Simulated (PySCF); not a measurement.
## Calculated NMR parameters of CH2=CFCOOEt

```
Formula                               : C5H7FO2
SMILES                                : C=C(F)C(=O)OCC
Point group of the computed structure : Cs
Degrees of unsaturation               : 2
Carbon signals                        : 5
Proton signals                        : 4
```

Numbering as in the mapped SMILES `[CH2:1]=[C:2]([F:3])[C:4](=[O:5])[O:6][CH2:7][CH3:8]`. Each H is labelled by its parent atom. Ha(C1) is cis to F3; Hb(C1) is trans to F3.

Level of theory: GIAO PBE0/pcSseg-1 shieldings, GFN2-xTB structure, in PySCF (equivalent nuclei averaged, non-relativistic, isolated molecule, one computed conformer).

Referencing at the same level of theory: $^{1}$H (31.72 ppm) and $^{13}$C (186.93 ppm) against TMS; $^{19}$F (170.95 ppm) against CFCl3; H2O for $^{17}$O (336.08 ppm).

| carbon | δC, type | δH (multiplicity) | HMBC from (2–3 bonds) | span of the C tensor (ppm) |
| --- | --- | --- | --- | --- |
| C1 | 110.4, CH2 | Hb(C1) 6.08 (m); Ha(C1) 5.55 (m) | – | 200 |
| C2 | 165.5, C | – | Hb(C1), Ha(C1) | 152 |
| C4 | 167.5, C | – | Hb(C1), Ha(C1), H(C7) | 148 |
| C7 | 64.6, CH2 | 4.28 (q) | H(C8) | 62 |
| C8 | 15.8, CH3 | 1.46 (t) | H(C7) | 28 |

Other nuclei:
```tsv
atoms	nucleus	environment	δ (ppm)	σ (ppm)
F3	$^{19}$F	vinylic fluorine	-119.3	290.2
O5	$^{17}$O	ester carbonyl oxygen	417.7	-81.6
O6	$^{17}$O	ester alkoxy oxygen	213.3	122.7
```

1. Carbon types of the structure: 2 × C, 2 × CH2, 1 × CH3, which accounts for all hydrogens.
2. δC 167.5: ester carbonyl carbon; lone-pair donation from the attached heteroatom keeps it upfield of a ketone carbonyl.
3. δC 165.5: α carbon of a C=C–C=O unit.
4. δC 110.4: β carbon of a C=C–C=O unit.
5. δC 64.6: sp3 CH2 bonded to O; pulled downfield by the heteroatom.
6. δC 15.8: methyl carbon; saturated and bonded to C and H only.

Splittings by $^{19}$F in the carbon and heteronuclear signals aren't shown, as no couplings were computed. Shifts are as computed. Against solution values, carbons near 30 ppm lie about +3 ppm off and those near 130 ppm about +5 ppm. Of 1211 compounds with measured shifts, 218 miss one by over three times the rms of a fit or turn the order of signals round; such compounds aren't used in these exercises. Unscaled 19F shifts against computed CFCl3 carry errors that often reach 10 to 50 ppm. Unscaled 17O shifts of doubly bonded oxygen tend to come out too high, by tens of ppm or more. Experimental scales use liquid or dissolved standards, which lie at an offset from isolated H2O (liquid H2O: subtract about 36 ppm). Multiplicities follow the n + 1 count of equivalent neighbours, as no J values were calculated; m marks all less simple cases, F and P coupling included.
